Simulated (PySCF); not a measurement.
# Reading the logs of faulty runs: BClH5Si2

These are calculations, not measurements. The program is PySCF 2.14.0, an open-source quantum chemistry code, run on an isolated molecule that a program drew, which may never have been made. The molecule is BClH5Si2 (charge 0, doublet), drawn as the SMILES string `[SiH2]B([SiH3])Cl`.

Each row is a Hartree-Fock (HF) and frozen-core CCSD(T) single point in the cc-pV(D+d)Z basis, meant for a local HF minimum. Run 1 is clean. Each other run has one planted mistake out of seven kinds, and not every kind appears here: one electron removed, one electron added, multiplicity raised by two, geometry at a saddle point, minimal basis STO-3G, one bond length entered in bohr, all coordinates scaled. The reference is restricted for singlets and unrestricted otherwise, and also for a bond in bohr. Adding or removing an electron swaps singlet and doublet. Electrons count all cores. HOMO and LUMO are orbital energies over both spins, the gradient is its largest component, and the lowest frequency (negative if imaginary) is given only where the gradient is small. Bond lengths are over the 8 bonds as drawn. T1 is the CCSD diagnostic: over 0.02 (restricted) or 0.045 (unrestricted) a single reference is doubtful.

Geometry of the clean run:
```xyz
9
BClH5Si2, angstrom
Si   -0.4508   -2.2379    1.0567
B     0.7270   -1.9440   -0.5034
Si    2.2890   -0.6249   -0.5520
Cl    0.4669   -2.9531   -1.9498
H    -1.7092   -3.0016    0.9512
H    -0.4641   -1.2611    2.1633
H     2.0459    0.3761   -1.6200
H     2.4430    0.0889    0.7397
H     3.5499   -1.3469   -0.8501
```

| run | electrons | basis functions | <S^2> | HOMO (eV) | LUMO (eV) | gradient (hartree/bohr) | lowest frequency (cm^-1) | mean bond (Å) | longest bond (Å) | T1 | HF (hartree) | CCSD(T) (hartree) | mistake |
|---|---|---|---|---|---|---|---|---|---|---|---|---|---|
| 1 | 55 | 108 | 0.767 | -8.61 | 0.16 | 1.8e-05 | 68 | 1.6509 | 2.045 | 0.0177 | -1064.95560 | -1065.44316 | no fault |
| 2 | 55 | 37 | 0.763 | -6.06 | 4.70 | 3.0e-02 | - | 1.6509 | 2.045 | 0.0172 | -1053.04710 | -1053.21395 | minimal basis STO-3G |
| 3 | 56 | 108 | 0.000 | -1.47 | 6.95 | 4.8e-02 | - | 1.6509 | 2.045 | 0.0175 | -1064.97658 | -1065.50403 | one electron added |
| 4 | 55 | 108 | 1.573 | -8.64 | 0.15 | 8.7e-03 | - | 1.8159 | 2.803 | 0.0402 | -1064.84843 | -1065.32533 | one bond length entered in bohr |
| 5 | 55 | 108 | 0.772 | -8.70 | 0.05 | 4.5e-02 | - | 1.8061 | 2.237 | 0.0206 | -1064.89929 | -1065.39199 | all coordinates scaled |
| 6 | 55 | 108 | 3.776 | -6.31 | -2.02 | 4.9e-02 | - | 1.6509 | 2.045 | 0.0256 | -1064.82045 | -1065.30260 | ? |

**Which mistake was planted in run 6, and what did it cost?**

Electrons, basis and geometry are unchanged, and <S^2> is 3.776, beside S(S+1) = 3.75 for a multiplicity of 4. So the mistake is: multiplicity raised by two. Subtracting run 1 and multiplying by 627.51 kcal/mol a hartree, the energy moved by 84.8 kcal/mol in HF and 88.2 kcal/mol in CCSD(T).

